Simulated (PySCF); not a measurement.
C₅H₃BF₂O₂S.
Structure used (PBE0-D3(BJ)/def2-SVP), in Å, numbered top down from 1:
```
atom  x, y, z in Å
O1    -2.225    2.260    0.728
C2    -2.868    1.279    0.515
O3    -2.361    0.079    0.178
C4    -1.023   -0.117    0.039
C5    -0.514   -1.338   -0.341
C6     0.893   -1.301   -0.425
C7     1.433   -0.069   -0.107
B8     2.916    0.311   -0.091
F9     3.327    1.515    0.267
F10    3.841   -0.567   -0.443
S11    0.198    1.075    0.301
H12   -3.970    1.196    0.560
H13   -1.147   -2.200   -0.547
H14    1.510   -2.154   -0.711
```

Computed at PBE0/pcSseg-1 (PySCF, non-relativistic), with Q(17O) = −0.0256 b, Q(11B) = 0.04059 b, Q(33S) = −0.0678 b: O1, 17O (I = 5/2): χzz = 9.473 MHz, η = 0.341; O3, 17O (I = 5/2): χzz = -10.13 MHz, η = 0.182; B8, 11B (I = 3/2): χzz = 3.148 MHz, η = 0.629; S11, 33S (I = 3/2): χzz = -31.16 MHz, η = 0.530.

(1) Find the zero-field quadrupole resonance frequencies of 17O at O1.

(2) Find the zero-field quadrupole resonance frequencies of 17O at O3.

(3) Find the zero-field quadrupole resonance frequencies of 11B at B8.

(4) Find the zero-field quadrupole resonance frequencies of 33S at S11.

## Answers

(1) From the eigenvalues of H = χ/[4I(2I − 1)] × [3Iz² − I(I + 1) + η(Ix² − Iy²)], steps between neighbouring levels, labelled as for η = 0: ±1/2↔±3/2 1.590 MHz, ±3/2↔±5/2 2.780 MHz (ester carbonyl oxygen).

(2) From the eigenvalues of H = χ/[4I(2I − 1)] × [3Iz² − I(I + 1) + η(Ix² − Iy²)], steps between neighbouring levels, labelled as for η = 0: ±1/2↔±3/2 1.574 MHz, ±3/2↔±5/2 3.020 MHz (ester single-bonded oxygen).

(3) From ν = (|χ|/2)√(1 + η²/3): ν = 1.674 MHz (three-coordinate boron).

(4) From ν = (|χ|/2)√(1 + η²/3): ν = 16.29 MHz (thiophene-type sulfur).

In a crystal, neighbours and librations shift these lines. The structure is a single PBE0-D3(BJ)/def2-SVP conformer in the gas phase; no vibrational or solvent corrections. A larger basis could move these couplings by a tenth or more.

These values come from a run that also computed NMR shieldings. On one thread, Arm Neoverse N1 (aarch64), no GPU, shared host with 64 logical CPUs at a one-minute load of 49, this took 59 s of wall time and 1.1 GiB of memory at its peak.
